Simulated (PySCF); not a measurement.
Question: What does the PBE0-D3(BJ)/def2-SVP structure of `CCBSC` look like in three dimensions?

Answer: 
```
atom  x, y, z in Å
C1    -2.4037   -0.0300   -0.1617
C2    -1.2693    0.9782   -0.3435
B3     0.1279    0.4725    0.1631
S4     1.5787    0.7578   -0.8155
C5     2.9521    0.1009    0.1764
H6    -3.3774    0.3903   -0.4580
H7    -2.4864   -0.3565    0.8868
H8    -2.2394   -0.9331   -0.7704
H9    -1.4851    1.8800    0.2646
H10   -1.2249    1.3340   -1.3866
H11    0.2491   -0.1033    1.2225
H12    3.2003    0.7915    0.9931
H13    2.6961   -0.8832    0.5886
H14    3.8237    0.0018   -0.4838
```

Orientation and origin are arbitrary. Atoms count from 1 in this order. B3 (three-coordinate boron) is planar (angles 121.6°, 119.9° and 118.5°, sum 360.0°, 0.01 Å off the plane of its three neighbours).

Bonds between heavy atoms (Å): C1–C2 1.529, C2–B3 1.570, B3–S4 1.773, S4–C5 1.817.

The calculation used PySCF, PBE0-D3(BJ)/def2-SVP geometry optimisation, gas phase.

Point group: C1 (no symmetry element, even within 0.4 Å). PBE0-D3(BJ)/def2-SVP frequencies: not computed here. One conformer, not necessarily the lowest (C1–C2–B3–S4 137°, C2–B3–S4–C5 177°).
